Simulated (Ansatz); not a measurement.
The same path of CH₃FOSi (7 atoms, charge 0, multiplicity 1) was run twice with different band settings. Lost on the way: C1–H7. Made: Si3–H7.

The calculation used UKS PBE/def2-SVP in Ansatz.

Relaxed end points:

```xyz
7
Properties=species:S:1:pos:R:3
C -0.500 0.231 0.593
O 0.665 0.702 -0.075
Si 1.575 0.036 -1.312
F 0.760 -1.387 -1.597
H -0.829 -0.755 0.202
H -0.289 0.140 1.680
H -1.321 0.966 0.464
```

```xyz
7
Properties=species:S:1:pos:R:3
C -0.234 -0.317 1.175
O 0.188 0.607 0.426
Si 0.894 0.530 -1.278
F 0.239 -0.963 -1.657
H -0.399 -1.338 0.771
H -0.413 -0.089 2.244
H -0.213 1.501 -1.728
```

Common settings: movable images 5; climbing image yes; spring 5.0 eV/Å²; optimiser quadratic models (default); start path through a guess of the saddle point; iteration limit 60; end points relaxed.

| run | force threshold |
| --- | --- |
| 1 | 0.03 eV/Å |
| 2 | 0.5 eV/Å |

Problem. What does each run give, and how far can it be trusted?

Solution. Run 1: converged after 24 iterations, highest image 4.057 eV above the first end. Neighbouring images differ by up to 3.3 eV, so the band resolves the path poorly. A vibrational analysis at the climbing image gives one clearly imaginary mode, 526i cm⁻¹: a first-order saddle point.
Run 2: converged after 9 iterations, highest image 4.097 eV above the first end. The threshold of 0.5 eV/Å is loose, so the images may lie well off the minimum-energy path. Neighbouring images differ by up to 2.4 eV, so the band resolves the path poorly. The order of the stationary point at the top wasn't checked.
